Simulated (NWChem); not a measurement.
System: CH2ClF; SMILES FCCl

The following NWChem deck was run.

```
start job
memory heap 200 mb stack 900 mb global 1100 mb
geometry units angstroms noautosym nocenter noautoz
  F      0.389191     1.505790     0.000000
  C     -0.571544     0.565043     0.000000
  Cl     0.131186    -1.062862     0.000000
  H     -1.185066     0.659826     0.907841
  H     -1.185066     0.659826    -0.907841
end
basis spherical
  * library def2-svpd
end
dft
  xc b3lyp
  iterations 150
end
property
  response 1 0.0
end
task dft property
```

The geometry was optimised at PBE0/def2-SVP.

Static field.

Question: What results follow from this input? (B3LYP/def2-SVPD.) Quantities: isotropic polarisability (bohr³); anisotropy (bohr³).

Answer: 
```json
{
  "isotropic polarisability (bohr³)": "30.4",
  "anisotropy (bohr³)": "9.6"
}
```
